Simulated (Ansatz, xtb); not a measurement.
Process, species as SMILES: CCCCl + 2 C (CH4) -> 2 CC (C2H6) [ethane] + CCl (CH3Cl)
Geometries: B3LYP-D3(BJ)/def2-TZVP minima from Ansatz (a quantum-chemistry and plane-wave program), one conformer each, not searched for the lowest.

Wanted: bond separation energy (electronic energy difference), in kcal/mol. Valence correlation only, unless marked. No spin-orbit coupling. No relativistic terms. CBS(X,Y): correlation extrapolated as X^-3; Hartree-Fock from the larger set. The bracket is a focal-point correction in the basis named.

```tsv
level	program	bond separation energy (kcal/mol)
GFN2-xTB	xtb	6.3
HF/6-31G*	Ansatz	4.0
PBE0-D4/def2-TZVPD	Ansatz + dftd4	5.9
r2SCANh/def2-TZVPD	Ansatz	6.3
```

Q: Predict the RI-MP2/CBS(cc-pV(T+d)Z,cc-pV(Q+d)Z)+[CCSD(T)-MP2]/cc-pV(T+d)Z result (Ansatz).

A: 6.5 kcal/mol
